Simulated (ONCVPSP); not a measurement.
# Before and after: ONCV potential for hafnium

* Element: Hf (Z = 72)
* Generator: ONCVPSP 4.0.1
* Type: optimised norm-conserving Vanderbilt (ONCV)
* Functional: PBEsol
* Relativity: scalar-relativistic
* Frozen core: [Kr] 4d10 4f14
* Valence charge: 12
* Reference configuration: 5s2 5p6 5d2 6s1 6p1
* Partial waves: 5s+6s: rc 2.10 bohr, ncon 4, nbas 7, qcut 6.6 1/bohr, 2 projectors; 5p+6p: rc 1.80 bohr, ncon 4, nbas 7, qcut 9.6 1/bohr, 2 projectors; 5d: rc 2.15 bohr, ncon 4, nbas 8, qcut 4.1 1/bohr, 1 projector
* Local potential: polynomial inside 1.55 bohr (lpopt 5, dvloc0 1 Ha)
* Core correction: Teter function, fcfact 1.5, rcfact 1.35

All-electron outer shells of the reference configuration (PBEsol, scalar-relativistic, ld1.x):

```
shell  level (eV)  outermost node (bohr)  outermost maximum (bohr)
   4d     -207.99                   0.23                      0.47
   5s      -68.53                   0.55                      1.01
   5p      -37.07                   0.60                      1.16
   4f      -18.34                      –                      0.45
   6s       -6.03                   1.36                      2.85
   5d       -3.91                   0.67                      1.67
   6p       -2.06                   1.65                      3.95
```

Change: core correction Teter function, fcfact 2.75, rcfact 1.1.

Cutoffs: the cutoffs (Ha) at which the residual kinetic energy of the hardest occupied pseudo-wave falls to 1 and 0.1 mHa per electron; they do not see the model core or the augmentation charge, which bear on the density cutoff. Errors are all-electron minus pseudo energies relative to the spin-unpolarised reference configuration.

Problem. How do hardness, ghosts and transferability respond?

Solution. The potential gets neither clearly harder nor softer (26 Ha and 47 Ha → 26 Ha and 47 Ha); of the 4 tests that both files solve, the error grows in 2 and shrinks in 0 by more than 15 % and 0.3 meV (median size 1.4 → 1.4 meV); neither file shows a bound ghost. A model core, the more so a compact one, raises the density cutoff, which this test does not measure.

| quantity | base | changed |
| --- | --- | --- |
| cutoff, loose | 26 Ha | 26 Ha |
| cutoff, tight | 47 Ha | 47 Ha |
| bound ghosts | none | none |
| GHOST(+) flags under 300 eV | none | none |
| error for 5s2 5p6 5d2 6s2 6p0, meV [ΔE -3.86 eV] | +1.3 | +1.4 |
| error for 5s2 5p6 5d2 6s1 6p0, meV [ΔE 4.15 eV] | -1.5 | -1.5 |
| error for 5s2 5p6 5d2 6s0 6p0, meV [ΔE 18.31 eV] | +0.8 | +1.1 |
| error for 5s2 5p6 5d1 6s2 6p1, meV [ΔE -1.86 eV] | +3.3 | +4.4 |
| s: phases at 2.13 bohr within 0.05 rad from the reference energy up to (Ha; the scan ends near 5) | 4.8 | 4.8 |
| p: phases at 1.82 bohr within 0.05 rad from the reference energy up to (Ha; the scan ends near 5) | to the end of the scan | to the end of the scan |
| d: phases at 2.18 bohr within 0.05 rad from the reference energy up to (Ha; the scan ends near 5) | 1.9 | 1.9 |
| rms error of d²Exc/dni dnj with the model core, mHa | 3.11 | 3.16 |
